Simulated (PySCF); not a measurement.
Ge(Cl)3(OSiH3) (Cl3GeH3OSi), SMILES [O]([Ge]([Cl])([Cl])[Cl])[SiH3]. Atoms are numbered in the order given.

```xyz
9

Si    -2.6946     0.3483    -0.8070
O     -1.2781     0.7468     0.0041
Ge     0.2990     0.0392     0.1414
Cl     0.3740    -1.7364    -1.0415
Cl     1.7524     1.4226    -0.5545
Cl     0.6795    -0.4418     2.1748
H     -3.1899    -0.9816    -0.3494
H     -2.4494     0.3115    -2.2774
H     -3.6804     1.4102    -0.4734
```

The structure is a stationary point at PBE0-D3(BJ)/def2-SVP. The values are those of a single conformer.

Two levels are set side by side: PBE/pcSseg-1 (PySCF) and B3LYP/pcSseg-1 (PySCF). GIAO shifts against GeH4 (⁷³Ge), H2O (¹⁷O), HCl (³⁵Cl), TMS (²⁹Si), TMS (¹H) at the same level; non-relativistic, no solvent, atoms listed together averaged. Without spin–orbit terms, shifts of atoms bonded to Cl or Br come out too high at both levels. Differences are taken from unrounded values.

```csv
quantity,PBE
δ(²⁹Si) of Si1 (ppm),-28.4
δ(¹⁷O) of O2 (ppm),122.2
δ(⁷³Ge) of Ge3 (ppm),429.6
```

Question: These are the PBE values. What does B3LYP give? (An estimate is asked for; the answer gives what the named calculation found.)

Answer: 
```csv
quantity,B3LYP,PBE minus B3LYP
δ(²⁹Si) of Si1 (ppm),-33.7,5.3
δ(¹⁷O) of O2 (ppm),107.7,14.5
δ(⁷³Ge) of Ge3 (ppm),419.9,9.7
```

Rough cost on one machine, each run with all the roots and properties that it gave: B3LYP against PBE within a factor of 2.
